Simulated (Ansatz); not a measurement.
Compare A (`Cl[SiH2][SnH3]`) with its isomer B (`[SiH3][SnH2][Cl]`).

Calculated with Ansatz (gas phase, PBE0-D4/def2-TZVP geometries, no zero-point term in ΔE). CCSD(T)/CBS adds triple-zeta CCSD(T) − MP2 to the extrapolated MP2 energy (def2 sets, frozen cores). Functionals use def2-TZVPP. B3LYP here is the variant with VWN-RPA as its local correlation; programs differ in this. def2 core potentials past Kr. For Sn outer-core shells are correlated without core-valence functions, which leaves a few kJ/mol of doubt a bond.

Q: Which is lower in electronic energy at CCSD(T)/CBS, and by how much? (Best estimate.)

A: Computed: B, by 7.7 kJ/mol.

Q: Give E(B) − E(A) in kJ/mol with B3LYP, LDA (SPW92), MP2/def2-TZVPP, r2SCAN-D4, B3LYP-D4, PBE0-D4, CCSD(T)/def2-TZVPP. (An estimate is asked.)

A: The calculation gave: B3LYP -9.1, LDA (SPW92) 2.8, MP2/def2-TZVPP -2.5, r2SCAN-D4 -5.5, B3LYP-D4 -8.3, PBE0-D4 -4.4, CCSD(T)/def2-TZVPP -3.3. The order is the other way round with LDA (SPW92).

Q: Does the order hold for the free energy at 298.15 K (harmonic terms from PBE0-D4)? (An estimate is asked.)

A: Computed: Yes: G(B) − G(A) = -6.6 kJ/mol.

Largest T1 diagnostic: 0.012.

Leaving LDA and LC-ωPBE aside and taking each functional with its dispersion term where it has one, the values, not all of them listed here, spread over 5.9 kJ/mol, from BLYP-D4 to PBE-QIDH. LDA lies +8.2 kJ/mol from PBE without D4. In def2-TZVPP, CCSD(T) changes the Hartree–Fock value by +10.2 kJ/mol (the triples alone add +0.6 kJ/mol) and MP2 by +10.9 kJ/mol.
